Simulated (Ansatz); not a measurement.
A geometry relaxed with r2SCAN-D4/def2-TZVP run with Ansatz (a first-principles code), charge 0, multiplicity 2:

```xyz
5

H      1.2251     0.9938     0.1070
S      1.9229    -0.1298    -0.1467
H     -1.4131     0.8093    -0.1934
S     -1.8700    -0.3778    -0.6359
Al     0.1351    -1.2955    -0.7055
```

Question: Write the SMILES of this molecule.

Answer: `[SH][Al][SH]`
